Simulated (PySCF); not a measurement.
## How methods differ on the excitation energy of Ar²⁺

Ar²⁺ [Ne] 3s2 3p4 (3P) → Ar²⁺ [Ne] 3s1 3p4 3d1 (high-spin determinant), as a difference of total energies. All numbers are calculated (PySCF 2.14, scalar relativity by spin-free X2C-1e, in x2c-QZVPPall with one added diffuse shell each of s, p, d, f type (10s7p5d3f1g, 86 functions)). Correlated levels: valence: [Ne] frozen. The calculations carry no spin-orbit coupling.

```csv
method,excitation energy (cm⁻¹)
UHF,253570
MP2 (valence),258050
SCS-MP2 (valence),259590
CCSD (valence),252260
CCSD(T) (valence),250310
```

The promoted electron is Rydberg-like, and one or two diffuse shells describe it only roughly, which tends to raise the upper state.

The coupled-cluster amplitudes are large for the upper state (T1 above 0.03 or a double amplitude above 0.15), so a single reference is strained.

The determinant of the upper state mixes LS terms, which raises its energy above the lowest term, most at the Hartree-Fock and MP2 levels.
